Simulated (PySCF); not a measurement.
Spin-orbit coupling and the first ionisation energy along the 4p block

Two-component X2C-1e calculated with PySCF 2.14: MP2 on generalised Hartree-Fock spinors (GMP2), with spin-orbit coupling off and on (screened by Boettger's factors); no Breit or QED terms. Values in eV; the references (NIST) lie between the lowest levels. Elements whose determinants are no pure J levels are left out.

| element | configurations | spin-free | with spin-orbit | shift | reference |
| --- | --- | --- | --- | --- | --- |
| Ga (x2c-SVPall-2c, [Ne] frozen) | [Ar] 3d10 4s2 4p1 → [Ar] 3d10 4s2 | 5.754 | 5.823 | 0.069 | 5.999 |
| Se (x2c-SVPall-2c, [Ne] frozen) | [Ar] 3d10 4s2 4p4 → [Ar] 3d10 4s2 4p3 | 9.014 | 9.129 | 0.115 | 9.752 |
| Br (x2c-SVPall-2c, [Ne] frozen) | [Ar] 3d10 4s2 4p5 → [Ar] 3d10 4s2 4p4 | 11.376 | 11.323 | -0.054 | 11.814 |
| Kr (x2c-SVPall-2c, [Ne] frozen) | [Kr] → [Ar] 3d10 4s2 4p5 | 13.879 | 13.655 | -0.224 | 14.000 |

The largest shift is at Kr, -0.224 eV, where spin-orbit coupling lowers the species with fewer electrons by more than the one with more (starting occupations closed and 4p1/2^2 4p3/2^3).

What remains against the references is mostly the basis and correlation beyond MP2.
